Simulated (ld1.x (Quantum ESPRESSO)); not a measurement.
**Reading a pseudo-wave (C)**

Columns: radius, all-electron u(r) and pseudo u(r) of the 2s shell (level -13.75 eV) of carbon in the configuration [He] 2s2 2p2; PBE, scalar-relativistic, RRKJ scheme, ld1.x (Quantum ESPRESSO) 7.5.

```tsv
r (bohr)	all-electron	pseudo
0.082	0.3065	-0.0220
0.165	0.3422	-0.0526
0.248	0.2451	-0.0982
0.330	0.0941	-0.1610
0.413	-0.0736	-0.2417
0.495	-0.2328	-0.3340
0.578	-0.3768	-0.4331
0.660	-0.4983	-0.5290
0.742	-0.5983	-0.6156
0.825	-0.6782	-0.6889
0.908	-0.7379	-0.7450
0.990	-0.7792	-0.7835
1.072	-0.8052	-0.8073
1.155	-0.8183	-0.8188
1.238	-0.8203	-0.8203
1.320	-0.8134	-0.8134
1.402	-0.7995	-0.7995
1.485	-0.7798	-0.7798
1.568	-0.7556	-0.7556
1.650	-0.7287	-0.7287
1.733	-0.6992	-0.6992
1.815	-0.6685	-0.6685
1.898	-0.6367	-0.6367
1.980	-0.6050	-0.6050
2.062	-0.5733	-0.5733
2.145	-0.5417	-0.5417
```

(1) How many radial nodes do the two functions have?

(2) At about which radius was the pseudo-wave matched?

(3) Is the pseudo-wave norm-conserving?

## Answers

(1) The all-electron 2s function has n − l − 1 = 1; the pseudo-wave has 0, since the states of the same l below it are removed with the core.

(2) 1.25 bohr. The columns agree to 0.0005 from 1.16 bohr on; several derivatives are matched, so the curves merge somewhat inside the radius.

(3) Yes: the RRKJ scheme keeps the norm inside the radius equal to the all-electron one, which fixes the energy derivative of the logarithmic derivative at the level.
